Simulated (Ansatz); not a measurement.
CCl2 (SMILES Cl[C]Cl) moved off its minimum; all values from Ansatz (a program for electronic structure), cores frozen in correlated methods.
(charge 0, multiplicity 1)
```xyz
3

Cl    -1.43372    -0.20961     0.01885
C     -0.07292     0.84816    -0.00586
Cl     1.43064    -0.11548    -0.02725
```

Forces at MP2/aug-cc-pV(T+d)Z (eV/Å):

```json
[
 {"atom": "Cl1", "Fx": "0.652", "Fy": "0.296", "Fz": "-0.011"},
 {"atom": "C2", "Fx": "0.622", "Fy": "-0.921", "Fz": "-0.007"},
 {"atom": "Cl3", "Fx": "-1.273", "Fy": "0.625", "Fz": "0.019"}
]
```

### Question
Give the forces (eV/Å), the total energy and the dipole at CCSD(T)/aug-cc-pV(T+d)Z.

### Answer

| atom | Fx | Fy | Fz |
|---|---|---|---|
| Cl1 | 0.261 | 0.051 | -0.004 |
| C2 | 0.652 | -0.499 | -0.009 |
| Cl3 | -0.913 | 0.448 | 0.013 |
Energy -957.4052 hartree, dipole 0.97 D.

Doubts at one or more of the structures used: a restricted determinant that unrestricted orbitals would lower (CCSD(T)/aug-cc-pV(T+d)Z, MP2/aug-cc-pV(T+d)Z).
